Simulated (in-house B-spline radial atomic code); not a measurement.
Configurations of the rubidium ion Rb⁴⁺, with energies counted from [Ar] 3d10 4s2 4p3. Computed with an all-electron radial atomic-structure program (B-spline basis): Dirac-Hartree-Fock, average of configuration, Fermi nucleus of rms radius 4.2036 fm. Energies include first-order Breit, QED and recoil terms.

Occupations are held fixed; configurations that lie above the ionisation limit could autoionise.

```json
{"configuration": "[Ar] 3d10 4s2 4p2 4d1", "E - E(ref) (eV)": "26.266", "highest orbital": "4d5/2", "its <r> (bohr)": "2.013"}
{"configuration": "[Ar] 3d10 4s2 4p2 7f1", "E - E(ref) (eV)": "59.477", "highest orbital": "7f5/2", "its <r> (bohr)": "12.85"}
{"configuration": "[Ar] 3d10 4s2 4p2 8g1", "E - E(ref) (eV)": "61.378", "highest orbital": "8g7/2", "its <r> (bohr)": "17.13"}
{"configuration": "[Ar] 3d10 4s1 4p3 4f1", "E - E(ref) (eV)": "63.336", "highest orbital": "4f5/2", "its <r> (bohr)": "3.224"}
{"configuration": "[Ar] 3d10 4s1 4p3 5f1", "E - E(ref) (eV)": "71.394", "highest orbital": "5f5/2", "its <r> (bohr)": "5.808"}
{"configuration": "[Ar] 3d10 4s1 4p3 8d1", "E - E(ref) (eV)": "78.83", "highest orbital": "8d5/2", "its <r> (bohr)": "14.19"}
{"configuration": "[Ar] 3d9 4s2 4p3 5s1", "E - E(ref) (eV)": "135.78", "highest orbital": "5s1/2", "its <r> (bohr)": "2.917"}
{"configuration": "[Ar] 3d9 4s2 4p3 5f1", "E - E(ref) (eV)": "157.32", "highest orbital": "5f5/2", "its <r> (bohr)": "5.741"}
{"configuration": "[Ar] 3d9 4s2 4p3 8s1", "E - E(ref) (eV)": "162.71", "highest orbital": "8s1/2", "its <r> (bohr)": "11.28"}
```

Question: Order these further configurations by energy, lowest first.
A. [Ar] 3d10 4s2 4p2 6d1
B. [Ar] 3d10 4s1 4p3 6f1
C. [Ar] 3d10 4s1 4p3 8f1
D. [Ar] 3d10 4s2 4p2 6s1
E. [Ar] 3d10 4s1 4p3 8g1

Answer: D (46.812 eV), A (53.108 eV), B (75.832 eV), C (80.229 eV), E (80.425 eV).

Question: How far above the reference does [Ar] 3d10 4s1 4p3 7g1 lie?

Answer: 78.792 eV; its least bound orbital is 7g7/2 with <r> = 12.63 bohr.

Question: How far above the reference does [Ar] 3d9 4s2 4p3 7g1 lie?

Answer: 164.82 eV; its least bound orbital is 7g7/2 with <r> = 12.63 bohr.

Question: How far above the reference does [Ar] 3d10 4s1 4p3 7f1 lie?

Answer: 78.503 eV; its least bound orbital is 7f5/2 with <r> = 12.8 bohr.
